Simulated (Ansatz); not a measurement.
Program: Ansatz. Geometries: PBE0-D4/def2-TZVP. ΔE: electronic, gas phase. CBS: MP2 limit from def2 TZ/QZ plus the TZ coupled-cluster correction, frozen cores. This one scheme is used for every species. DFT in def2-TZVPP. B3LYP here is the variant with VWN-RPA as its local correlation; programs differ in this. One conformer a species, not always the lowest.

`COB(C)N` + `F[SiH2][SiH2]Cl` → `CB(N)[SiH2]Cl` + `CO[SiH2]F`  (redistribution)

| level | ΔE (kcal/mol) | difference from CCSD(T)/CBS |
| --- | --- | --- |
| PBE-D4 | 2.5 | 2.3 |
| r2SCAN-D4 | 1.5 | 1.3 |
| PBE0-D4 | 2.2 | 2.0 |
| B3LYP-D4 | 1.0 | 0.8 |
| ωB97X-V | 1.1 | 0.9 |
| ωB97M-V | 0.5 | 0.3 |
| B2PLYP | 0.4 | 0.2 |
| PBE | 2.6 | 2.4 |
| r2SCAN | 1.6 | 1.4 |
| PBE0 | 2.4 | 2.2 |
| B3LYP | 1.3 | 1.1 |
| HF/def2-TZVPP | 0.7 | 0.5 |
| MP2/def2-TZVPP | -0.8 | -1.0 |
| SCS-MP2/def2-TZVPP | -0.8 | -1.0 |
| CCSD/def2-TZVPP | 0.3 | 0.1 |
| CCSD(T)/def2-TZVPP | 0.2 | 0.0 |
| HF/def2-QZVPP | 0.5 | 0.3 |
| MP2/def2-QZVPP | -0.8 | -1.0 |
| SCS-MP2/def2-QZVPP | -0.8 | -1.0 |
| HF/CBS(def2) | 0.5 | 0.3 |
| MP2/CBS(def2) | -0.7 | -0.9 |
| CCSD/CBS(def2) | 0.4 | 0.2 |
| CCSD(T)/CBS | 0.2 | 0 |

Largest T1 diagnostic among the species: 0.011.

CCSD(T)/CBS has its own doubt, a few kJ/mol and more with outer-core shells, so smaller differences from it don't rank the levels.
